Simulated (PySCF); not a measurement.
C7H6O.
Structure used (GFN2-xTB), in Å, numbered top down from 1:
```
atom  x, y, z in Å
C1    -2.9660    0.8722    0.4800
C2    -2.1784    0.0679    0.0760
C3    -1.2001   -0.8927   -0.4037
C4     0.1901   -0.3731   -0.2161
C5     0.9006   -0.0780    0.9095
C6     2.1633    0.3886    0.4676
C7     2.1238    0.3431   -0.8899
O8     0.9327   -0.1162   -1.3129
H9    -3.6664    1.5701    0.8298
H10   -1.3282   -1.8312    0.1451
H11   -1.3658   -1.0795   -1.4676
H12    0.5648   -0.1773    1.9212
H13    2.9820    0.7096    1.0782
H14    2.8470    0.5958   -1.6395
```

Jobs on this species (14 atoms, 56 electrons) with PySCF (density fitting). Hardware of each: one thread of an Arm Neoverse V1, no GPU (shared host). Other jobs ran on the host; a repeat could differ by tens of per cent or more.

```
                                                                       level and settings                                                                     work  basis functions  SCF cycles  wall time
                                                                            PBE0/pcSseg-1          shieldings, ring-centre shieldings, charges and field gradients              166           ?          ?
                                                                             PBE/pcSseg-1          shieldings, ring-centre shieldings, charges and field gradients              166           ?          ?
                                                       OPBE/pcseg-1, IEF-PCM acetonitrile                                 3 singlets by full TDDFT, polarisability              142          16       13 s
                                                 CAM-B3LYP/pcSseg-1, IEF-PCM acetonitrile          shieldings, ring-centre shieldings, charges and field gradients              166          13       26 s
LC-wPBE/ANO-RCC-VDZP, grid level 3, damping 0.3 at the start, DIIS from the seventh cycle  spin–spin couplings from 13 perturbed nuclei, spin–dipole term left out              142          12       78 s
                                                                           PBE0/def2-SVPD        6 singlets by full TDDFT, 2 Tamm–Dancoff triplets, polarisability              211          14       33 s
                   B3LYP/def2-SVPD, damping 0.3 at the start, DIIS from the seventh cycle                1 singlet by TDA, 5 Tamm–Dancoff triplets, polarisability              211          16       33 s
                                                      X3LYP/pcSseg-1, IEF-PCM cyclohexane                                       shieldings, ring-centre shieldings              166          14       18 s
                                                                              B3LYP/pcJ-1  spin–spin couplings from 13 perturbed nuclei, spin–dipole term left out              276          14       62 s
```

Task: Fill in the missing figures.

Result: 
- PBE0/pcSseg-1; shieldings, ring-centre shieldings, charges and field gradients: 19 s, 14 SCF cycles
- PBE/pcSseg-1; shieldings, ring-centre shieldings, charges and field gradients: 31 s, 16 SCF cycles

Task: What do all jobs in the table cost together?

Result: About 5.2 min; the longest takes about 25 % of that, and about 6 times as long as the shortest.
